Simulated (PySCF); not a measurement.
SnH₂I₂, SMILES [I][SnH2][I].

The structure is a stationary point at PBE0-D3(BJ)/def2-SVP. The def2 effective core potentials stand for the cores of I, Sn; spin–orbit coupling is left out.

The numbers are results of TDDFT-M06-2X/def2-SVPD run with PySCF, not measurements.

Vertical excitations.  State labels are in the subgroup C2v.

Give excitation energies, oscillator strengths and character. (The exact figures need the calculation; the answer reports its results.)


| state | symmetry | energy (eV) | λ (nm) | f | main pairs |
|---|---|---|---|---|---|
| S1 | B1 | 4.66 | 266 | 0.040 | HOMO→LUMO 89 % |
| S2 | B2 | 4.71 | 263 | 0.016 | HOMO−1→LUMO 92 % |
| S3 | A2 | 4.73 | 262 | 0.000 | HOMO−2→LUMO 90 % |
| S4 | A1 | 4.88 | 254 | 0.018 | HOMO−3→LUMO 88 % |
| S5 | A1 | 5.91 | 210 | 0.000 | HOMO→LUMO+1 83 % |
| S6 | A2 | 5.96 | 208 | 0.000 | HOMO−1→LUMO+1 87 % |
| S7 | B2 | 6.09 | 204 | 0.010 | HOMO−2→LUMO+1 88 % |
| S8 | B1 | 6.32 | 196 | 0.001 | HOMO−3→LUMO+1 73 %, HOMO−4→LUMO 17 % |
| S9 | B1 | 6.58 | 188 | 0.129 | HOMO→LUMO+2 44 %, HOMO−4→LUMO 41 % |
| S10 | B2 | 6.77 | 183 | 0.022 | HOMO−1→LUMO+2 89 % |
| T1 | B1 | 4.26 | 291 | 0 | HOMO→LUMO 92 % |
| T2 | B2 | 4.36 | 285 | 0 | HOMO−1→LUMO 89 % |
| T3 | A2 | 4.44 | 279 | 0 | HOMO−2→LUMO 86 % |
| T4 | A1 | 4.54 | 273 | 0 | HOMO−3→LUMO 86 % |
Triplets are in the Tamm–Dancoff approximation, which puts them higher than full response would, so one can lie above its singlet here.
